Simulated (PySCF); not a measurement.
**Working out the ionisation energy of B⁺**

B⁺ [He] 2s2 (1S) → B²⁺ [He] 2s1 (2S). All numbers are calculated (PySCF 2.14, scalar relativity by spin-free X2C-1e, in aug-cc-pCVTZ-DK (7s6p4d2f, 59 functions)). Frozen: nothing. Energies in hartree (1 hartree = 27.21139 eV):

```
             part  B⁺ (lower)  B²⁺ (upper)
              UHF  -24.243702   -23.381983
MP2 opposite-spin   -0.078201    -0.040319
    MP2 same-spin   -0.001678    -0.000978
```

Question: What does Hartree-Fock give?

Answer: (-23.381983) − (-24.243702) = 0.861719 hartree = 23.449 eV.

Question: What do MP2 and SCS-MP2 (6/5 opposite-spin, 1/3 same-spin) give?

Answer: The opposite-spin parts differ by 1.031 eV and the same-spin parts by 0.019 eV. MP2: 23.449 + (1.031) + (0.019) = 24.499 eV. SCS-MP2: 23.449 + 1.2 × (1.031) + (0.019)/3 = 24.693 eV.

Measured between the centres of the two terms (NIST): 25.155 eV, so MP2 (valence and next inner shell) is off by -0.656 eV.

What remains against the reference includes basis incompleteness and correlation beyond second order.
